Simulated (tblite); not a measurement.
Run record: tight-binding relaxation, `Cl[CH2][GeH2][SiH2]C(Cl)Cl`.

Computed with GFN2-xTB geometry optimisation, gas phase (tblite 0.8.0). Start geometry: from a force field or distance geometry. The command runs a driver script over a list of jobs; the input below is this job's line of settings and its coordinates in Å.

Command:
```bash
OMP_NUM_THREADS=1 python probes_run.py task.json out
```

Input:
```
{"job": {"kind": "relax", "xc": "GFN2-xTB", "basis": "xTB"}, "charge": 0, "multiplicity": 1}
Cl    -2.190000     1.943300    -0.831000
C     -1.942000     0.755200     0.446300
Ge    -1.128300    -0.846900    -0.269800
Si     1.094600    -0.631500    -0.777700
C      2.077800     0.296900     0.491300
Cl     1.608500    -0.034400     2.153700
Cl     2.024200     2.066000     0.198000
H     -2.934000     0.487600     0.869900
H     -1.326600     1.176600     1.290500
H     -1.375900    -2.037500     0.703300
H     -1.879000    -1.170500    -1.611800
H      1.681100    -1.987700    -0.908600
H      1.132700    -0.031800    -2.108700
H      3.156400     0.014300     0.332400
```

Output:
```
step      E/eV     max force
  0    -683.86529    2.012
  1    -684.01434    0.700
  2    -684.06358    0.574
  3    -684.09475    0.469
  4    -684.12434    0.535
  5    -684.14580    0.494
  6    -684.16784    0.433
  7    -684.18340    0.411
  8    -684.19684    0.261
  9    -684.20560    0.252
... (76 lines left out)
 86    -684.29472    0.026
 87    -684.29479    0.027
 88    -684.29484    0.017
 89    -684.29486    0.010
 90    -684.29487    0.011
 91    -684.29489    0.014
 92    -684.29493    0.016
 93    -684.29497    0.019
 94    -684.29501    0.014
 95    -684.29503    0.009
```

«max force» is the largest atomic force in eV/Å.

In short: energy lowered by 9.9 kcal/mol over 95 steps; largest atomic force 0.009 eV/Å at the end.

On an Arm Neoverse V1 with one thread, no GPU, shared host, this took 0.97 s.
Labels such as C1 count atoms from 1, the log's own numbers from 0.
